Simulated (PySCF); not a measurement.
## Computed NMR parameters against published values

Bonds (- single, = double, # triple, : aromatic): N1#C2 1.161 Å, C2-C3 1.416 Å, C3:C4 1.381 Å, C4:C5 1.416 Å, C5:C6 1.373 Å, C6:S7 1.709 Å, S7:C3 1.731 Å. C4 carries H8; C5 carries H9; C6 carries H10.

[PySCF 2.14.0 with density-fitted response routines: shieldings: GIAO PBE0/pcSseg-1; geometry from PBE0-D3(BJ)/def2-SVP; no relativistic terms; one computed conformer; isolated molecule]

Reference values: estimated from measurements, as parent shift plus tabulated substituent increment (solution, not stated per compound (mostly CDCl3 or CCl4); Pretsch, Buehlmann, Badertscher, Structure Determination of Organic Compounds, 4th ed. (2009)).
| atoms | quantity | reference | computed | computed, scaled |
| --- | --- | --- | --- | --- |
| H10 | δ 1H | 7.48 | 7.35 | 7.19 |
| H8 | δ 1H | 7.43 | 7.60 | 7.42 |
| H9 | δ 1H | 6.96 | 7.18 | 7.02 |

Computed shifts are σ(ref) − σ with the named reference compound (TMS for H and C) calculated as an isolated molecule at the same level. The measured values may be among those fitted. Empirical linear scaling, fitted to shifts measured mostly in CDCl3 for H and C (δ vs TMS): 1H (scatter 0.21 ppm rms, 0.22 ppm with the 3 outliers that the fit left out). Occasional misses reach two or three times the rms, and more in compound classes unlike the fitted ones.

How far are the unscaled 1H shifts from the references?

Results:

Mean signed difference +0.09 ppm, mean absolute 0.17 ppm over 3 comparisons; the largest is +0.22 ppm at H9 (hydrogen on an aromatic CH).
